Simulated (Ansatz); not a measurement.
Mulliken charges of `FB1CB(Cl)C1` from PBE/def2-TZVPP in Ansatz (PBE0-D4/def2-TZVP geometry).

```json
{"atom": "F1", "x (Å)": "-2.101", "y (Å)": "-0.917", "z (Å)": "-0.323", "charge (e)": "-0.200"}
{"atom": "B2", "x (Å)": "-0.898", "y (Å)": "-0.509", "z (Å)": "0.038", "charge (e)": "0.298"}
{"atom": "C3", "x (Å)": "-0.445", "y (Å)": "0.833", "z (Å)": "0.723", "charge (e)": "-0.283"}
{"atom": "B4", "x (Å)": "0.708", "y (Å)": "0.563", "z (Å)": "-0.310", "charge (e)": "0.130"}
{"atom": "Cl5", "x (Å)": "1.609", "y (Å)": "1.673", "z (Å)": "-1.305", "charge (e)": "-0.101"}
{"atom": "C6", "x (Å)": "0.522", "y (Å)": "-0.992", "z (Å)": "-0.437", "charge (e)": "-0.283"}
{"atom": "H7", "x (Å)": "-0.041", "y (Å)": "0.565", "z (Å)": "1.710", "charge (e)": "0.121"}
{"atom": "H8", "x (Å)": "-1.026", "y (Å)": "1.748", "z (Å)": "0.791", "charge (e)": "0.099"}
{"atom": "H9", "x (Å)": "1.018", "y (Å)": "-1.433", "z (Å)": "0.440", "charge (e)": "0.121"}
{"atom": "H10", "x (Å)": "0.737", "y (Å)": "-1.580", "z (Å)": "-1.324", "charge (e)": "0.099"}
```

Problem. By hand: the dipole of these point charges (1 e Å = 4.8032 D).

Solution. Σ q r = (0.150, -0.107, 0.294) e Å, of length 0.347 e Å = 1.67 D.

Problem. How does the dipole of the full density compare? (Best estimate.)

Solution. Computed: (0.117, -0.082, 0.227) e Å, 1.29 D; the point charges give 1.29 times that, at 0° from its direction.

Point charges leave out the atoms' own dipoles, such as those of lone pairs, and Mulliken's split depends on the basis, so the two needn't agree.
